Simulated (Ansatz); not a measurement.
Basis-set extrapolation for `CC(C)(C)/N=C/C=N/C(C)(C)C` (PBE0-D4/def2-TZVP geometry, frozen core, Ansatz 0.2.0). Multiplicity 1, RHF reference.

```
                      def2-TZVPP   def2-QZVPP
                 HF  -499.384018  -499.406916
    MP2 correlation    -2.126209    -2.260335
CCSD(T) correlation    -2.320170      not run
```

Energies in hartree. Use E(X) = E(∞) + A·exp(−7.88·√X) for Hartree–Fock and E(X) = E(∞) + B·X^(−2.97) for correlation, with X = 3 and 4, and add CCSD(T) minus MP2 of the smaller set to the MP2 limit.

What is the CCSD(T) energy at the basis-set limit?

HF limit: -499.406916 + (-0.022898) × 0.13774 = -499.41007. MP2 limit: -2.260335 + (-0.134126) × 0.74074 = -2.35969. Higher-order term: -2.320170 − (-2.126209) = -0.19396. Total: -501.96372 hartree, 681.4 kJ/mol below CCSD(T)/def2-TZVPP.
